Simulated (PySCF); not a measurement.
Gas-phase reaction: 2 WO₂(OH)₂ ⇌ W₂O₆ + 2 OH + 2 H

Energies from PySCF (xtb for GFN2), thermal terms from the rigid-rotor harmonic-oscillator model, ideal gas at 1 bar. † marks an energy on the PBE0/def2-TZVP geometry and frequencies; other levels use their own. Open shells (unrestricted): OH (multiplicity 2), H (multiplicity 2); the rest are closed-shell singlets. GFN2 has no spin-polarisation term. Spin-orbit splitting is ignored; it lowers the true energy and changes the entropy of OH. W: scalar-relativistic def2 core potential, no spin-orbit coupling. W₂O₆: computed as isolated molecules; such fragments, hydroxides, amides, oligomers or adducts are transient or little studied in the gas. Warning, point group unlike the PBE0 one: WO₂(OH)₂ (GFN2-xTB).

r2SCAN/def2-TZVP† gives ΔH°(298 K) = 1126 kJ.

Task: What do BLYP/def2-TZVP†, HF/def2-TZVP†, GFN2-xTB give?

Result: BLYP/def2-TZVP†: 1136 kJ; HF/def2-TZVP†: 854 kJ; GFN2-xTB: 1436 kJ. For scale, ΔH°(298 K) is 1126 kJ at this level, 1147 kJ at ωB97M-V/def2-TZVP†, and runs from 854 to 1436 kJ over the 17 levels computed.
